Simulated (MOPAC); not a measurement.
MOPAC input (PM7):

```
PM7 PRECISE GNORM=0.05 LET XYZ CHARGE=1 GEO-OK AUX(PRECISION=9) THREADS=1
H3S2

S    -0.81280242 1   -0.12519103 1    0.56065771 1
S     0.89726807 1    0.12289137 1   -0.59284163 1
H    -1.70325745 1   -0.52859580 1   -0.37989177 1
H     1.63475489 1   -0.58119172 1    0.29133482 1
H    -1.28294775 1    1.14658208 1    0.60349966 1
```

**Question.** What heat of formation does the run end on?

**Answer.** 181.74 kcal/mol.
